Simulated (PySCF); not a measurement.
Method: PySCF energies (xtb for GFN2) plus ideal-gas RRHO corrections (1 bar). Table values come from the NASA 1993 polynomials. All species are closed-shell singlets. The harmonic model lacks anharmonicity and excited electronic states, which grow with temperature; levels with a mode under 35 cm⁻¹ are left out. Soft modes under 120 cm⁻¹ make the harmonic entropy rough for AlI₃. The table's entry may be an old estimate for AlI₃ (not checked at source).

Harmonic frequencies at GFN2-xTB (cm⁻¹): 58, 58, 152, 186, 512, 512. Point group D3h; S°(298 K) = 372.5 J/mol/K at this level.

Problem. Work out Cp and S° of gaseous AlI₃ at 500, 800, 1200, 1600, 2000 K from these, and set them beside the table.

Solution. 
```csv
T (K),Cp GFN2-xTB,Cp table,S° GFN2-xTB,S° table
500,80.1,80.7,412.9,414.5
800,81.9,82.1,451.0,452.9
1200,82.6,82.7,484.4,486.3
1600,82.8,82.9,508.2,510.1
2000,82.9,83.0,526.7,528.6
```
Units J/mol/K.
